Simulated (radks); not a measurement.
Problem. These are the eigenvalues of the occupied orbitals of an atom or ion with whole-number occupations (hartree). Calculated with a radial shooting solver on a logarithmic mesh with Libxc functionals: Dirac Kohn-Sham, B86b exchange with PBE correlation, spin-unpolarised, spherical densities, finite nucleus; Fermi nuclear charge, rms radius of each element as measured or else 0.836 A^(1/3) + 0.57 fm.

| orbital | eigenvalue |
|---|---|
| 1s1/2 | -303.2761 |
| 2s1/2 | -37.43924 |
| 2p1/2 | -32.84437 |
| 2p3/2 | -32.20016 |
| 3s1/2 | -5.38302 |
| 3p1/2 | -3.97308 |
| 3p3/2 | -3.89001 |
| 3d3/2 | -1.57735 |
| 3d5/2 | -1.56728 |
| 4f5/2 | -0.22898 |
| 4f7/2 | -0.22898 |

Which element is it, and in what charge state? The configuration may be excited. Open shells, if any, are shared by 2j + 1.

Solution. Z = 28, nickel, charge +2: Ni2+ in [Ne] 3s2 3p5 3d8 4f1. The list shows which subshells hold electrons but not how many an open one holds; the 1s level, -303.28 hartree, gives Z - s = 24.6 by -(Z - s)^2/2, which with screening and relativity narrows Z to a few neighbours, and the depths of the outer levels then fix element, charge and occupations together.
